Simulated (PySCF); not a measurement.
BrH₉O₃Si₄.
Bonds: Si1–O2, O2–Si3, Si3–O4, O4–Si5, Si3–O6, O6–Si7, Si7–Br8. Hydrogens: H9, H10, H11 on Si1; H12 on Si3; H13, H14, H15 on Si5; H16, H17 on Si7.

Computed by this run: PBE0-D3(BJ)/def2-SVP geometry optimisation, gas phase (PySCF); density fitting, grid level 1; the optimiser is geomeTRIC in internal coordinates, started from a GFN2-xTB structure.

Step 12: E = -107801.6347 eV
```
atom  x, y, z in Å  |  force x, y, z in eV/Å
Si1     2.3744   -1.0984    0.3035    0.017   0.000   0.035
O2      1.4994   -0.5877   -1.0146   -0.017  -0.009  -0.048
Si3     0.1299    0.1360   -1.5445    0.048   0.004   0.046
O4     -0.1415    1.5149   -0.6991   -0.035  -0.003  -0.047
Si5    -0.2354    2.3162    0.7519    0.015   0.019   0.030
O6     -1.1616   -0.8774   -1.3214   -0.027  -0.002  -0.036
Si7    -2.3000   -1.2670   -0.2006   -0.014   0.005   0.000
Br8    -1.3096   -2.1853    1.5705   -0.001  -0.010   0.014
H9      3.8183   -0.8614    0.0216    0.000   0.002  -0.001
H10     1.9723   -0.3150    1.5112    0.002   0.001   0.003
H11     2.1404   -2.5494    0.5428   -0.005  -0.002   0.002
H12     0.2467    0.4307   -2.9797    0.004   0.009  -0.004
H13    -1.1798    3.4584    0.6003   -0.001  -0.001  -0.001
H14     1.1118    2.8308    1.1342    0.002  -0.007   0.003
H15    -0.7328    1.3882    1.8108   -0.004  -0.002   0.004
H16    -3.2261   -2.2694   -0.7775    0.009  -0.008  -0.003
H17    -3.0134   -0.0539    0.2805    0.006   0.003   0.003
```

Step 13: E = -107801.6350 eV
```
atom  x, y, z in Å  |  force x, y, z in eV/Å
Si1     2.3708   -1.0812    0.2997    0.021  -0.007   0.022
O2      1.4947   -0.5900   -1.0252   -0.049   0.003  -0.048
Si3     0.1211    0.1343   -1.5472    0.094   0.021   0.061
O4     -0.1423    1.5148   -0.7008   -0.026  -0.013  -0.057
Si5    -0.2233    2.3096    0.7546    0.010   0.027   0.013
O6     -1.1696   -0.8751   -1.3154   -0.076  -0.029  -0.026
Si7    -2.3054   -1.2779   -0.1958    0.015   0.013  -0.039
Br8    -1.3000   -2.1730    1.5767    0.005  -0.020   0.035
H9      3.8111   -0.8159    0.0256    0.005   0.001   0.005
H10     1.9458   -0.3059    1.5043    0.001   0.006   0.010
H11     2.1633   -2.5361    0.5380   -0.003  -0.007   0.006
H12     0.2315    0.4258   -2.9830    0.002   0.016  -0.012
H13    -1.0913    3.5083    0.5858   -0.001   0.002   0.003
H14     1.1422    2.7370    1.1764    0.006  -0.002   0.005
H15    -0.8044    1.4071    1.7918   -0.006  -0.007   0.014
H16    -3.2125   -2.2965   -0.7737    0.001  -0.014   0.001
H17    -3.0387   -0.0749    0.2781    0.000   0.011   0.008
```

Question: Estimate the geometry and energy of step 14. (The exact step hangs on the optimiser's Hessian estimate; all steps are aligned on step 13, rigid shifts and turns removed.)

Answer: E = -107801.6355 eV, largest force 0.097 eV/Å
```
atom  x, y, z in Å  |  force x, y, z in eV/Å
Si1     2.3643   -1.0734    0.3003    0.014  -0.006   0.000
O2      1.4902   -0.5924   -1.0311   -0.049   0.005  -0.015
Si3     0.1162    0.1351   -1.5488    0.087   0.022   0.037
O4     -0.1448    1.5169   -0.7032   -0.021  -0.018  -0.030
Si5    -0.2148    2.3088    0.7553    0.009   0.016  -0.007
O6     -1.1759   -0.8731   -1.3178   -0.079  -0.024  -0.007
Si7    -2.3061   -1.2857   -0.1954    0.035   0.009  -0.047
Br8    -1.2902   -2.1731    1.5757    0.007  -0.015   0.029
H9      3.8034   -0.7960    0.0317    0.006  -0.001   0.006
H10     1.9276   -0.2998    1.5016   -0.001   0.007   0.009
H11     2.1672   -2.5295    0.5402   -0.001  -0.006   0.005
H12     0.2249    0.4280   -2.9846    0.002   0.013  -0.011
H13    -1.0486    3.5308    0.5824   -0.001   0.004   0.005
H14     1.1587    2.6962    1.1890    0.007   0.002   0.005
H15    -0.8288    1.4199    1.7856   -0.005  -0.008   0.011
H16    -3.2032   -2.3135   -0.7725   -0.005  -0.009   0.003
H17    -3.0473   -0.0889    0.2813   -0.006   0.010   0.006
```

The energy changes by -0.0005 eV. The first-order estimate −F·Δx gives -0.0007 eV and the mean of the old and new forces, exact on a quadratic surface, -0.0005 eV. The step makes an angle of 87° with the force vector and moves no atom by more than 0.048 Å.

The cost below is that of the whole optimisation. The run took about 40 min of CPU time (one thread, shared machine).
